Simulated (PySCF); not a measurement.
Job file and geometry (Å, from GFN2-xTB) of an NMR shielding run on `CBCBC1CC1`, C₅H₁₂B₂, GIAO PBE0/pcSseg-1 NMR shielding, non-relativistic, gas phase in PySCF 2.14.0, density-fitted response routines; density fitting, a coarse starting grid and PySCF grid level 2 are the driver's defaults:

```
$ OMP_NUM_THREADS=1 python probes_run.py task.json out

{"job": {"kind": "nmr", "xc": "PBE0", "basis": "pcSseg-1"}, "charge": 0, "multiplicity": 1}
C      2.578713     0.803525    -0.071867
B      2.030977    -0.455453    -0.840462
C      1.006981    -1.440988    -0.168157
B     -0.429588    -0.907331    -0.541107
C     -1.185435     0.050619     0.407156
C     -2.702665     0.016304     0.485948
C     -2.042501     1.165479    -0.174094
H      2.387253     1.712605    -0.642147
H      2.164028     0.941308     0.923620
H      3.662628     0.744934     0.029166
H      2.379847    -0.639331    -1.946268
H      1.137013    -1.460341     0.913140
H      1.138893    -2.447689    -0.562721
H     -0.923921    -1.215567    -1.559981
H     -0.712466     0.319019     1.346922
H     -3.220019    -0.702188    -0.131135
H     -3.153823     0.161211     1.456325
H     -2.025825     2.119130     0.332281
H     -2.099895     1.244005    -1.248916
```

**Question.** Write the output of this run.

**Answer.** 
```
coarse grid: 15048 points
cycle   1  E = -246.9661597003  dE =  6.180e-01  |g| = 4.955e-01  |ddm| = 3.653e+00
cycle   2  E = -246.9583526617  dE =  7.807e-03  |g| = 5.354e-01  |ddm| = 8.900e-01
cycle   3  E = -247.0341579556  dE = -7.581e-02  |g| = 3.245e-02  |ddm| = 4.847e-01
cycle   4  E = -247.0343467404  dE = -1.888e-04  |g| = 1.692e-02  |ddm| = 4.588e-02
cycle   5  E = -247.0344135199  dE = -6.678e-05  |g| = 4.544e-03  |ddm| = 1.799e-02
cycle   6  E = -247.0344185407  dE = -5.021e-06  |g| = 7.915e-04  |ddm| = 4.092e-03
final grid: 142920 points
cycle   7  E = -247.0718836204  dE = -4.987e-05  |g| = 9.191e-03  |ddm| = 3.307e-02
cycle   8  E = -247.0718775486  dE =  6.072e-06  |g| = 1.057e-02  |ddm| = 1.654e-02
cycle   9  E = -247.0719060664  dE = -2.852e-05  |g| = 4.509e-04  |ddm| = 8.459e-03
cycle  10  E = -247.0719061118  dE = -4.542e-08  |g| = 2.020e-04  |ddm| = 6.062e-04
cycle  11  E = -247.0719061220  dE = -1.021e-08  |g| = 4.067e-05  |ddm| = 1.908e-04
cycle  12  E = -247.0719061224  dE = -4.003e-10  |g| = 1.113e-05  |ddm| = 3.986e-05
converged SCF energy = -247.0719061224

GIAO shielding tensors (ppm)
atom      isotropic    diamagn.    paramagn.     s11        s22        s33       span
  0 C      168.020     252.911     -84.891    144.207    178.100    181.753     37.547
  1 B       13.410     190.837    -177.427    -62.509    -21.718    124.457    186.965
  2 C      126.433     256.257    -129.824     45.588    147.566    186.143    140.555
  3 B       17.516     192.135    -174.619    -57.968     -3.337    113.853    171.821
  4 C      167.281     251.172     -83.891    116.544    170.539    214.761     98.216
  5 C      175.616     255.113     -79.497    149.761    177.070    200.016     50.255
  6 C      176.066     251.603     -75.537    149.349    178.384    200.466     51.116
  7 H       30.772      31.142      -0.371     27.010     29.386     35.920      8.910
  8 H       30.245      33.962      -3.718     27.337     30.031     33.366      6.028
  9 H       30.595      28.027       2.567     26.620     28.488     36.675     10.055
 10 H       23.806      30.142      -6.336     17.942     26.528     26.949      9.006
 11 H       28.331      34.042      -5.711     26.233     27.233     31.527      5.294
 12 H       28.210      30.456      -2.246     25.832     27.221     31.576      5.744
 13 H       25.009      32.150      -7.142     18.940     26.737     29.349     10.410
 14 H       30.636      34.964      -4.328     24.672     28.919     38.318     13.646
 15 H       30.817      31.200      -0.383     24.957     27.317     40.177     15.220
 16 H       30.591      30.736      -0.145     24.917     26.876     39.980     15.063
 17 H       30.775      31.178      -0.403     25.497     26.821     40.006     14.509
 18 H       31.053      31.726      -0.673     25.752     27.357     40.048     14.295
```

Size and cost of the density-fitted run: 179 basis functions, 40 s wall time on 1 thread of an Arm Neoverse N1, shared host; peak memory 0.86 GiB.
